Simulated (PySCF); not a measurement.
Computed vibrations of TlBr

TlBr (singlet). PySCF 2.14.0, RKS B3LYP, Tl def2-SVP with ECP60, Br def2-SVP; non-relativistic Hamiltonian with scalar-relativistic core potentials where named; density fitting; no spin-orbit coupling. Central differences of gradients.

```xyz
2

Tl    0.0000    0.0000   -0.7488
Br    0.0000    0.0000    1.9448
```

Run from Python with OMP_NUM_THREADS=2. Where DIIS fails, smearing, a level shift and second-order steps follow.
It took 3.6 s on 2 threads of Arm Neoverse V1, with other jobs on the host.

**Question.** What are the harmonic wavenumbers and infrared intensities?

**Answer.** Modes are labelled in C∞v; negative numbers are unstable modes, those under 60 cm⁻¹ near the noise; a finer grid moves soft modes by up to 10 cm⁻¹.
```
cm⁻¹  km/mol  symmetry
 186    30.4        σ+
```

**Question.** Is this a minimum?

**Answer.** Yes. Ideal gas at 298.15 K and 1 bar: S = 268.1 J/(mol K), Cp = 36.9 J/(mol K), H − H(0 K) = 10.2 kJ/mol (rigid rotor, harmonic modes, spin degeneracy alone).
